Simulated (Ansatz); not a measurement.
Program: Ansatz. Geometries: PBE0-D4/def2-TZVP. ΔE: electronic, gas phase. CBS: MP2 limit from def2 TZ/QZ plus the TZ coupled-cluster correction, frozen cores. This one scheme is used for every species. Each species was taken in one conformer, which may not be the lowest.

Reaction (cleavage of the Si–Si bond): `B[SiH]([SiH3])Cl` + `OB(O)O` → `OB(O)O[SiH3]` + `B[SiH2]Cl`

```csv
species,CCSD(T)/def2-TZVPP energy (Eh)
`B[SiH]([SiH3])Cl`,-1066.22786
`OB(O)O`,-252.16539
`OB(O)O[SiH3]`,-542.45348
`B[SiH2]Cl`,-775.97105
```

Question: Work out ΔE.

Answer: ΔE = (-542.45348) + (-775.97105) − (-1066.22786) − (-252.16539) = -0.03128 Eh = -82.1 kJ/mol. CCSD(T)/CBS gives -81.7 kJ/mol.

Largest T1 diagnostic among the species: 0.012.

In def2-TZVPP, CCSD(T) changes the Hartree–Fock value by +29.4 kJ/mol (the triples alone add +4.4 kJ/mol) and MP2 by +23.8 kJ/mol. From PBE to PBE0 (25 % exact exchange), in def2-TZVPP and without D4, ΔE moves by −9.1 kJ/mol.
